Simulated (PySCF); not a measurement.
C9H7NS2, SMILES c1(nccs1)Sc1ccccc1, GFN2-xTB optimised geometry.

```
19

C     -1.06    -3.65    -0.12
C     -1.14    -2.63    -1.06
C     -0.24    -1.59    -1.03
C      0.73    -1.56    -0.04
S      1.94    -0.24     0.03
C      0.91     1.16     0.00
N     -0.37     1.16     0.00
C     -0.87     2.41     0.00
C      0.05     3.41     0.00
S      1.65     2.75     0.00
C      0.82    -2.58     0.89
C     -0.08    -3.63     0.85
H     -1.77    -4.47    -0.16
H     -1.91    -2.65    -1.82
H     -0.30    -0.79    -1.76
H     -1.94     2.54     0.00
H     -0.10     4.47     0.00
H      1.59    -2.55     1.65
H     -0.01    -4.42     1.57
```

Density from PBE/def2-SVP in PySCF at that geometry.

Minimum of the electron density along straight lines between bonded atoms, close to the bond critical point (lines longer than 1.1 times the sum of covalent radii, or with two minima, are not listed):

| bond | length / Å | ρ at the minimum / e bohr⁻³ | ∇²ρ there / e bohr⁻⁵ | position (fraction from the first atom) |
|---|---|---|---|---|
| C1–C2 | 1.385 | 0.309 | -0.77 | 0.50 |
| C2–C3 | 1.383 | 0.309 | -0.76 | 0.50 |
| C3–C4 | 1.385 | 0.309 | -0.76 | 0.49 |
| C4–S5 | 1.787 | 0.189 | -0.34 | 0.46 |
| S5–C6 | 1.734 | 0.208 | -0.46 | 0.50 |
| C6–N7 | 1.286 | 0.375 | -0.95 | 0.35 |
| N7–C8 | 1.354 | 0.325 | -0.96 | 0.64 |
| C8–C9 | 1.356 | 0.323 | -0.79 | 0.49 |
| C6–S10 | 1.760 | 0.198 | -0.36 | 0.47 |
| C9–S10 | 1.726 | 0.211 | -0.42 | 0.46 |
| C4–C11 | 1.385 | 0.308 | -0.76 | 0.51 |
| C1–C12 | 1.385 | 0.309 | -0.76 | 0.50 |
| C11–C12 | 1.384 | 0.309 | -0.76 | 0.50 |
| C1–H13 | 1.080 | 0.281 | -1.05 | 0.63 |
| C2–H14 | 1.080 | 0.281 | -1.05 | 0.63 |
| C3–H15 | 1.078 | 0.284 | -1.09 | 0.64 |
| C8–H16 | 1.075 | 0.286 | -1.11 | 0.64 |
| C9–H17 | 1.070 | 0.283 | -1.09 | 0.64 |
| C11–H18 | 1.079 | 0.282 | -1.07 | 0.64 |
| C12–H19 | 1.080 | 0.281 | -1.05 | 0.63 |
